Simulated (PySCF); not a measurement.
## Telling isomers of C13H14 apart by NMR

- J couplings at B3LYP/pcJ-1 (spin–dipole term left out of most H,H and C,H couplings)
- shieldings: GIAO PBE0/pcSseg-1
- geometry from PBE0-D3(BJ)/def2-SVP
- code: PySCF 2.14.0 with density-fitted response routines
- non-relativistic, no solvent model, fast rotation and ring inversion assumed for equivalent nuclei, one conformer

Chemical shifts δ = σref − σ; TMS for 1H (σ = 31.27 ppm), 13C (σ = 184.41 ppm), all at this level. Multiplet labels drop J under 1 Hz and among equivalent protons, and merge close values. Unscaled 3J(H,H) run several per cent high. Shifts are as computed. Against solution values, carbons near 30 ppm lie about +2 ppm off and those near 130 ppm about +5 ppm (rms about the fit 1.9 ppm; single classes can miss by 10 ppm). Of 1328 compounds with measured shifts, 309 miss one by over three times the rms of a fit or turn the order of signals round; such compounds aren't used in these exercises. Signals without a measured value on file couldn't be tested in this way; 1H shifts scatter by 0.2 ppm about their fit, and single ones miss by 0.5 ppm. Across acyclic CH2–CH2 and CH–CH2 bonds, 3J(H,H) assumes equally populated rotamers.

(1) Tabulate the signals of `CCCc1cccc2ccccc12`, `CC(C)c1cccc2ccccc12` and their relative energies.

(2) What is the quickest way to tell CCCc1cccc2ccccc12 from CC(C)c1cccc2ccccc12?

## Answers

(1) 
```tsv
SMILES	carbon types	δC	δH	E rel. (kcal/mol)
CCCc1cccc2ccccc12	3×C 7×CH 2×CH2 1×CH3	145.1, 137.3, 135.2, 134.7, 132.5, 131.8, 131.1, 130.9, 130.8, 129.3, 39.5, 29.1, 16.9	8.14 (m, 1H), 7.95 (m, 1H), 7.83 (m, 1H), 7.67 (m, 1H), 7.64 (m, 1H), 7.57 (m, 1H), 7.51 (m, 1H), 2.88 (t, 2H), 1.56 (sext, 2H), 1.18 (t, 3H)	0.0
CC(C)c1cccc2ccccc12	3×C 8×CH 2×CH3	149.8, 137.3, 134.9, 134.7, 132.3, 131.0, 130.9, 130.7, 128.4, 126.7, 30.7, 24.7	8.29 (m, 1H), 7.97 (m, 1H), 7.83 (m, 1H), 7.71 (m, 1H), 7.65 (m, 1H), 7.64 (m, 1H), 7.56 (m, 1H), 3.57 (sept, 1H), 1.39 (d, 6H)	1.0
```

Energies are electronic energies at PBE0/pcSseg-1 on these geometries, without zero-point or thermal terms, each for the one conformer computed, which needn't be the lowest.

(2) Count the carbon signals: 13 against 12. The first has an sp3 CH2 on an aromatic ring at 39.5 ppm, the second an sp3 CH on an aromatic ring at 30.7 ppm. Their most deshielded carbons lie at 145.1 and 149.8 ppm.
